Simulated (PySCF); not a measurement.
**He⁺: excitation energy**

He⁺ 1s1 (2S) → He⁺ 2p1 (2P), as a difference of total energies. Computed with PySCF 2.14 in aug-cc-pVTZ (4s3p2d, 23 functions), with no relativity, point nucleus. The calculations carry no spin-orbit coupling.

```
 method  excitation energy (cm⁻¹)  error (cm⁻¹)
    UHF                    332770         +3589
    LDA                    318540        -10640
    PBE                    325390         -3794
   PBE0                    327170         -2012
 r2SCAN                    328330          -851
   BLYP                    325450         -3730
LC-wPBE                    328150         -1036
  HSE06                    327310         -1872
wB97M-V                    329940          +754
```

Reference: 329180 cm⁻¹ (measured; NIST levels, between the centres of gravity of the two terms).

The promoted electron is Rydberg-like, and one or two diffuse shells describe it only roughly, which tends to raise the upper state.
